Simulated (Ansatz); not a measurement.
Consider the redistribution: `[SeH][SiH2][SeH]` + `N=CBN` → `NB[SiH2][SeH]` + `N=C[SeH]`.

Gas-phase electronic energies from Ansatz, PBE0-D4/def2-TZVP geometries. CBS: MP2 limit from def2 TZ/QZ plus the TZ coupled-cluster correction, frozen cores. Functionals use def2-TZVPP. B3LYP here is the variant with VWN-RPA as its local correlation; programs differ in this. For Se outer-core shells are correlated without core-valence functions, which leaves a few kJ/mol of doubt a bond. Scalar relativity is left out up to krypton. Each species was taken in one conformer, which may not be the lowest.

```csv
level,ΔE (kJ/mol),difference from CCSD(T)/CBS
PBE-D4,89.9,-19.7
r2SCAN-D4,98.0,-11.6
PBE0-D4,98.8,-10.8
B3LYP-D4,100.0,-9.6
ωB97X-V,102.3,-7.3
ωB97M-V,107.5,-2.1
B2PLYP,103.5,-6.1
PBE,89.9,-19.7
r2SCAN,98.2,-11.4
PBE0,98.8,-10.8
B3LYP,99.9,-9.7
HF/def2-TZVPP,118.9,9.3
MP2/def2-TZVPP,107.4,-2.2
SCS-MP2/def2-TZVPP,106.7,-2.9
CCSD/def2-TZVPP,105.8,-3.8
CCSD(T)/def2-TZVPP,103.2,-6.4
HF/def2-QZVPP,119.1,9.5
MP2/def2-QZVPP,111.1,1.5
SCS-MP2/def2-QZVPP,110.1,0.5
HF/CBS(def2),119.1,9.5
MP2/CBS(def2),113.7,4.1
CCSD/CBS(def2),112.1,2.5
CCSD(T)/CBS,109.6,0
```

Largest T1 diagnostic among the species: 0.013.

In def2-TZVPP, CCSD(T) changes the Hartree–Fock value by −15.7 kJ/mol (the triples alone add −2.6 kJ/mol) and MP2 by −11.6 kJ/mol. From PBE to PBE0 (25 % exact exchange), in def2-TZVPP and without D4, ΔE moves by +8.9 kJ/mol.
